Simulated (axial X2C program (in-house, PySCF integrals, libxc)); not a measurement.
## What spin–orbit coupling does to WP

Computed with an in-house all-electron X2C program for linear molecules (integrals from PySCF). Spin-free means the one-electron spin-free X2C Hamiltonian; two-component (2c) means X2C with spin–orbit coupling and atomic mean-field two-electron Coulomb and Gaunt terms, so the difference of the two also holds small scalar two-electron terms. Basis: W dyall-cv3z [13s14p9d7f4g], P dyall-v3z [8s7p2d1f] (cores contracted in-house); Gaussian nuclei, density fitting, unrestricted open shells. Masses: W 183.951 u, P 30.974 u.

Spin-free state: M_S = 3/2, Λ = 0 (beyond evenly filled blocks: σα, δ+α, δ-α); fragments W + P.

| level | Re (Å) | ωe (cm⁻¹) | μ (D) |
| --- | --- | --- | --- |
| PBE0 | 2.116 | 499.2 | -3.72 |
| BP86 | 2.121 | 527.1 | -3.11 |

Dipoles are positive if P is the positive end.

Two-component determinant lowest at the distance of the search:

Ω = 3/2 (⟨Sz⟩ = 1.49, ⟨Lz⟩ = 0.01 at PBE0); fragments W + P.

| level | Re (Å) | ωe (cm⁻¹) | μ (D) |
| --- | --- | --- | --- |
| PBE0 | 2.118 | 494.9 | -3.71 |
| BP86 | 2.123 | 523.3 | -3.09 |

Problem. From the two tables, how do the constants change at the PBE0 level (2c against spin-free)?

Solution. At the PBE0 level Re rises by 0.002 Å and ωe goes down by 4.3 cm⁻¹.

Occupations by symmetry block were frozen at the best pattern of an incomplete PBE0 search. De is not given where an atomic determinant may have missed its ground term or J level, or where the truncated virtual space spoils (T). Density functionals use the spin component along the axis (collinear). Other states lie close and PBE0, whose exact exchange favours high spin, may order them wrongly; the determinant shown need not be the ground state. The nearest other spin-free determinant of the search, M_S = 1/2, Λ = 2, lies 0.96 eV up at the distance of the search. Without a current term, density functionals place determinants with orbital angular momentum somewhat too high. With several unpaired electrons one determinant need not be a pure state. This is the top spin component of a Σ state; components of lower Ω are not single determinants and can lie lower. The determinant is spin-polarised beyond a pure state at some levels (its spin-free form has ⟨S²⟩ too high), which makes Re and μ there less reliable.
